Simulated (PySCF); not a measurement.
# Hf(NH2)4 relaxed at several levels

Computed with PySCF 2.14.0, def2-SVP on the ligands, density fitting, scalar-relativistic core potentials, no spin-orbit coupling, vacuum. Each row is relaxed at its own level from the same template. Distances are means of the shortest metal–ligand contacts, charges and spins Mulliken's; removal energies are rigid, with the ligand's formal charge and no counterpoise, so too large; for an anion taken off a cation in vacuum most of it is the attraction of opposite charges, and multiply charged cations can part far more cheaply with an electron moved from ligand to metal.

| level | basis on the metal | point group | M–NH2 (Å) | charge on M (e) | HOMO–LUMO gap (eV) | removal of one NH2 (eV) | strongest infrared band, degenerate modes summed (cm⁻¹) | unstable modes (below −25 cm⁻¹) |
| --- | --- | --- | --- | --- | --- | --- | --- | --- |
| PBE0 | def2-SVP with ECP60 | S4 | 2.050 | 0.94 | 6.88 | 11.67 | 615 | 0 |

Question: What does the calculation give for BP86, def2-SVP with ECP60?

Answer: point group: S4, M–NH2 (Å): 2.061, charge on M (e): 0.73, HOMO–LUMO gap (eV): 4.83, removal of one NH2 (eV): 11.50, strongest infrared band, degenerate modes summed (cm⁻¹): 596, unstable modes (below −25 cm⁻¹): 0.
```xyz
13

Hf    0.0000    0.0000    0.0000
N     1.2089    1.2300    1.1283
H     2.0681    0.9045    1.5917
H     1.1363    2.2421    1.2862
N    -1.2090   -1.1282    1.2300
H    -1.1362   -1.2864    2.2421
H    -2.0681   -1.5917    0.9045
N     1.2089   -1.2300   -1.1283
H     1.1363   -2.2421   -1.2862
H     2.0681   -0.9045   -1.5917
N    -1.2090    1.1282   -1.2300
H    -2.0681    1.5917   -0.9045
H    -1.1362    1.2864   -2.2421
```

Moved off a saddle point of the template and relaxed again: BP86, PBE0. One start shape was tried for each, so a minimum needn't be the lowest isomer.
